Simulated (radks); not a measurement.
Task: All-electron atom: Pt II in [Kr] 4d10 4f14 5s2 5p5.5 5d9 6p0.5 (fractional occupations, a model configuration). All-electron calculation, Dirac Kohn-Sham, BLYP, spin-unpolarised, spherical densities, point nucleus; open shells are shared between the two j in proportion to 2j + 1. Program: a radial shooting solver on a logarithmic mesh with Libxc functionals.

Spin-orbit splittings of the eigenvalues, e(l+1/2) - e(l-1/2), with zeta = 2 splitting/(2l+1) and mean radii in bohr:

| shell | occ. | splitting (eV) | zeta (eV) | <r> j=l-1/2 | <r> j=l+1/2 |
|---|---|---|---|---|---|
| 2p | 6 | 1730 | 1153 | 0.05906 | 0.06749 |
| 3p | 6 | 380.2 | 253.5 | 0.1768 | 0.1923 |
| 3d | 10 | ? | ? | 0.1676 | 0.1723 |
| 4p | 6 | 90.60 | 60.40 | 0.4179 | 0.4518 |
| 4d | 10 | 16.84 | 6.737 | 0.4617 | 0.4729 |
| 4f | 14 | 3.458 | 0.9880 | 0.5121 | 0.5194 |
| 5p | 5.5 | 15.13 | 10.08 | 1.031 | 1.129 |
| 5d | 9 | 1.457 | 0.5830 | 1.564 | 1.629 |
| 6p | 0.5 | 1.050 | 0.7002 | 3.348 | 3.699 |

Estimate the 3d splitting.

Result: 81.94 eV (zeta = 32.78 eV).
